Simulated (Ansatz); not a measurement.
Conformers of CH$_{6}$Cl$_{2}$O$_{2}$Si$_{2}$, SMILES `O[SiH2]C[Si](O)(Cl)Cl`, each relaxed with PBE0-D4/def2-TZVP in Ansatz. CBS adds the triple-zeta coupled-cluster correction to the MP2 limit.

Not all of them had a frequency check.

Conformer A:

```xyz
13

O    -0.288   -2.078   -0.870
Si   -0.223   -1.562    0.687
C     0.745    0.050    0.797
Si    0.051    1.406   -0.223
O    -0.346    0.766   -1.680
Cl   -1.620    2.204    0.646
Cl    1.362    2.952   -0.510
H    -0.460   -1.384   -1.516
H    -1.574   -1.332    1.265
H     0.469   -2.621    1.460
H     0.786    0.383    1.839
H     1.772   -0.138    0.466
H    -0.675    1.355   -2.362
```

Conformer B:

```xyz
13

O    -0.599   -0.184    1.790
Si   -0.997   -1.069    0.436
C    -0.461   -0.014   -1.001
Si    1.158    0.841   -0.725
O     1.128    1.760    0.611
Cl    2.618   -0.596   -0.599
Cl    1.633    2.070   -2.279
H    -0.765   -0.570    2.651
H    -2.462   -1.322    0.413
H    -0.289   -2.374    0.448
H    -0.396   -0.638   -1.898
H    -1.216    0.757   -1.186
H     0.648    1.339    1.339
```

Task: Which is lowest in electronic energy at CCSD(T)/CBS (frozen core, def2 sets), and by how much? (An estimate is asked.)

Result: Computed: B; A lies 0.9 kJ/mol higher. Gaps under about 2 kJ/mol don't settle the order.

Task: Give the energies relative to B (kJ/mol) with r2SCAN-D4/def2-TZVPP, B3LYP/def2-TZVPP, MP2/def2-TZVPP, CCSD(T)/def2-TZVPP, HF/def2-QZVPP, SCS-MP2/def2-QZVPP, MP2/CBS(def2). (Best estimate.)

Result: Ansatz gave: 
```json
{"level": "r2SCAN-D4/def2-TZVPP", "A": "0.2"}
{"level": "B3LYP/def2-TZVPP", "A": "-0.9"}
{"level": "MP2/def2-TZVPP", "A": "0.8"}
{"level": "CCSD(T)/def2-TZVPP", "A": "0.7"}
{"level": "HF/def2-QZVPP", "A": "-1.1"}
{"level": "SCS-MP2/def2-QZVPP", "A": "0.4"}
{"level": "MP2/CBS(def2)", "A": "1.0"}
```

B3LYP here is the variant with VWN-RPA as its local correlation; programs differ in this.
